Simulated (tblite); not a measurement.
Species: C4H9FO2Si (charge -1 and doublet state).
Numbering: `[CH3:1][O:2][Si@@H:3]([F:4])[CH-:5][CH:6][CH2:7][OH:8]` (hydrogens: H9, H10, H11 on C1; H12 on Si3; H13 on C5; H14 on C6; H15, H16 on C7; H17 on O8)

Computed geometry: GFN2-xTB, gas phase. This method treats the open shell by occupation alone, without spin polarisation.

(1) What internal coordinates does the optimisation give?

Results:

(1) 
```tsv
bond	length (bohr)
C1–O2	2.607
O2–Si3	3.163
Si3–F4	3.134
Si3–C5	3.417
C5–C6	2.656
C6–C7	2.795
C7–O8	2.731
C1–H9, C1–H10, C1–H11	2.074
Si3–H12	2.855
C5–H13	2.056
C6–H14	2.046
C7–H15	2.073
C7–H16	2.098
O8–H17	1.833
```

Bonds in one row agree within 0.02 bohr and their mean is given. A selection of angles:
```tsv
angle	degrees
C1–O2–Si3	126.1
O2–Si3–F4	106.2
O2–Si3–C5	107.6
F4–Si3–C5	110.0
Si3–C5–C6	126.8
C5–C6–C7	121.8
C6–C7–O8	115.4
H17–O8–C7	103.6
```

Dihedral angles: C1–O2–Si3–F4 79° (synclinal); O2–Si3–C5–C6 58° (synclinal); Si3–C5–C6–C7 -14° (synperiplanar); C5–C6–C7–O8 -66° (synclinal); H17–O8–C7–C6 54° (synclinal).

The 2 C–O bonds span 1.379 Å (C1–O2, drawn single) to 1.445 Å (C7–O8, drawn single), a spread of 0.066 Å. H17 on O8 lies 1.94 Å from O2, 6 bonds away (angle at H 158°; Bondi radii sum to 2.72 Å). C6 (carbon bonded to 2 C and H) is almost planar (angles 121.8°, 119.5° and 117.5°, sum 358.7°, 0.09 Å off the plane of its three neighbours). O2 (oxygen bonded to C and Si) is bent (angle 126.1°). Si3 (silicon bonded to C, F, O and H) has angles from 95.2° to 133.6°. C5 (carbon bonded to C, Si and H) is almost planar (angles 126.8°, 115.6° and 114.9°, sum 357.3°, 0.13 Å off the plane of its three neighbours). The C–C distances run from 1.406 Å (C5–C6, drawn single) to 1.479 Å (C6–C7, drawn single), a spread of 0.073 Å.

Point group: C1 (no symmetry element, even within 0.4 Å). Its lowest GFN2-xTB frequency is 8i cm⁻¹, too small to tell a flat minimum from a shallow saddle. Whether the extra electron is bound in the gas phase wasn't checked; a finite basis holds it in any case. Torsions: C1–O2–Si3–F4 79°, O2–Si3–C5–C6 58°, Si3–C5–C6–C7 -14°, C5–C6–C7–O8 -66°, C6–C7–O8–H 54°. 3 starts were optimised and ended at 0.00, 2.50 and 8.05 kcal/mol (GFN2-xTB); the lowest of these is shown.

One conformer stands for the species.
